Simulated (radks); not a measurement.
Problem. Spherical quantum dot in the effective-mass picture: electrons in a parabolic well V = omega^2 r^2 / 2 with omega = 0.075, with a point charge +2 (a donor) at the centre, all in effective atomic units (hartree* = m*/eps^2 hartree, bohr* = eps/m* bohr), one dielectric constant everywhere. Method: non-relativistic Kohn-Sham, LDA (Slater exchange, Perdew-Wang correlation), spin-polarised, spherical densities; computed with a radial shooting solver with Libxc functionals. Levels are named by radial order and angular momentum (1s, 1p, 1d, 2s, ...), and open shells are averaged over m. At N = 28 the configuration is 1s2 1p6 1d10 2s2 1f(up 7, down 1). Does electron 29 go into 1f down or 2p up or 2p down?

Solution. Into 1f down. The total energies of the other choices lie higher by 0.00220 hartree* (2p up), 0.00436 hartree* (2p down).
